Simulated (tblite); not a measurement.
C6H12O2Si.
Z-matrix (Å and degrees, GFN2-xTB geometry), rows numbered from 1:
```
C 
C   1  1.3257
C   2  1.4999  1  124.22
O   2  1.3733  1  125.55  3  -179.92
C   4  1.3980  2  117.87  1     1.00
Si  5  1.8930  4  116.74  2   148.73
C   5  1.5298  4  116.55  2    72.98
O   7  1.3985  5  114.55  6   113.90
C   8  1.4036  7  112.81  5  -159.02
H   1  1.0741  2  120.24  3    -0.46
H   1  1.0743  2  123.09  3   178.96
H   3  1.0851  2  110.62  1     6.99
H   3  1.0882  2  109.70  1   128.00
H   3  1.0892  2  109.78  1  -113.71
H   5  1.0887  4  113.59  2   -62.76
H   6  1.4490  5  116.11  7  -103.16
H   6  1.4473  5  116.59  7   103.23
H   7  1.0924  5  114.68  6  -112.91
H   9  1.0970  8  111.24  7   -61.18
H   9  1.0883  8  106.88  7   179.30
H   9  1.0983  8  110.74  7    59.64
```

Calculated harmonic vibrations of the isolated species, GFN2-xTB (tblite), most abundant isotopes, no scaling. The method is semi-empirical: single wavenumbers can be off by several per cent or more. Modes of hydrogen on silicon can be 10 to 20 % off. One conformer, not necessarily the lowest.

Harmonic wavenumbers (cm⁻¹): 57.8, 70.9, 78.9, 93.7, 108.3, 178.1, 200.1, 248.5, 274.7, 307.4, 385.4, 431.9, 480.9, 483.9, 504.4, 505.9, 549.6, 689.3, 701.9, 715.2, 771.5, 839.0, 873.0, 920.9, 966.4, 985.4, 1016.9, 1031.2, 1041.7, 1080.5, 1114.0, 1133.6, 1143.0, 1175.1, 1235.3, 1248.0, 1310.2, 1388.6, 1402.2, 1416.0, 1462.3, 1464.1, 1477.9, 1489.5, 1723.9, 2384.5, 2409.7, 2882.9, 2905.1, 2915.1, 2955.1, 3010.2, 3025.7, 3029.3, 3063.0, 3133.5, 3160.8.

A = 2236, B = 846.6, C = 657.1 MHz; mass 144.061 u (most abundant isotopes); point group C1, symmetry number 1.

Question: What is the zero-point energy?

Answer: Half the sum of the wavenumbers: 35826 cm⁻¹ = 428.58 kJ/mol.

Question: What is S at 350 K and 1 bar for an ideal gas of classical rigid rotors and harmonic oscillators?

Answer: Translation 174.18, rotation 127.25, vibration 178.43: S = 479.9 J/(mol K).

Question: And Cp and H(350 K) − H(0)?

Answer: Cp = 211.65 J/(mol K), of which vibrations give 178.39 (their classical limit is 57 R = 473.9); H(350 K) − H(0) = 44.02 kJ/mol without the zero-point energy, 32.38 from vibrations.

Question: How do the functions run with temperature in this model?

Answer: 
```csv
T (K),S (J/(mol K)),Cp (J/(mol K)),H − H(0) (kJ/mol),G − H(0) (kJ/mol),ln q(vib)
100,305.3,90.6,6.09,-24.44,2.15
200,383.2,139.6,17.61,-59.03,5.48
300,449.1,188.3,34.01,-100.70,8.74
500,565.9,271.7,80.47,-202.48,15.02
800,712.5,351.2,174.99,-395.03,23.83
1000,794.8,385.8,248.87,-545.93,29.21
```

q(vib) and H(0) count from the zero-point level.

Question: Blend soft modes into free rotors: weight 1/[1 + (100 cm⁻¹/ν̃)⁴] for the oscillator and the rest for a rotor with moment μB/(μ + B), μ = h/(8π²ν), B = 10⁻⁴⁴ kg m². What vibrational entropy results?

Answer: 163.82 J/(mol K) in place of 178.43, which changes −T·S at 350 K by +5.11 kJ/mol.

Question: What must be added to the electronic energy to get the Gibbs energy at 350 K and 1 bar?

Answer: ZPE + [H(350 K) − H(0)] − T·S = 428.58 + 44.02 − 167.95 = 304.65 kJ/mol.

Question: Which modes carry the vibrational entropy at 350 K?

Answer: 57.8 cm⁻¹: 20.28; 70.9 cm⁻¹: 18.59; 78.9 cm⁻¹: 17.71; 93.7 cm⁻¹: 16.30; 108.3 cm⁻¹: 15.11; 178.1 cm⁻¹: 11.09 J/(mol K); the other 51 give 79.34 together.

Hindered rotation and anharmonicity are outside this model. Other conformers, if any are populated, would add a mixing term that is left out. The structure is chiral; the term R ln 2 for an equal mix with its mirror image is left out.
